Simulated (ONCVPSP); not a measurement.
## cobalt (Co): excitation energies, all-electron against ONCV

Co (Z = 27), optimised norm-conserving Vanderbilt (ONCV), made with ONCVPSP 4.0.1 (PBE, scalar-relativistic). Core [Ne], reference 3s2 3p6 3d7 4s2. Waves: 3s+4s: rc 1.40 bohr, ncon 3, nbas 6, qcut 8.4 1/bohr, 2 projectors; 3p: rc 0.75 bohr, ncon 4, nbas 8, qcut 12.5 1/bohr, 2 projectors, debl 1.8 Ha; 3d: rc 0.90 bohr, ncon 5, nbas 10, qcut 16.2 1/bohr, 3 projectors, debl 1.2 Ha. Local part: polynomial inside 0.75 bohr (lpopt 5, dvloc0 4 Ha). Core correction: Teter function, fcfact 5.25, rcfact 1.2.

In the p channel the program set the typed energies aside and used -2.412, 0.250 Ha.

Energies are relative to the spin-unpolarised reference configuration 3s2 3p6 3d7 4s2; without spin polarisation the order of configurations can differ from experiment.

```csv
valence configuration,charge,ΔE all-electron (eV),error AE − PS (meV)
3s2 3p6 3d7 4s1,+1,9.031,-0.4
3s2 3p6 3d6 4s0,+3,61.686,-8.3
3s2 3p6 3d5 4s0,+4,117.037,-2.4
```

(1) What are ΔE and the potential's error for 3s2 3p6 3d7 4s0?

Levels in the configuration 3s2 3p6 3d7 4s1:

```tsv
level	all-electron (eV)	pseudo (eV)
3s	-111.225	-111.219
3p	-74.471	-74.470
3d	-16.959	-16.962
4s	-12.763	-12.762
```

Results:

(1) ΔE = 25.816 eV all-electron; the error (AE − PS) is -0.4 meV.
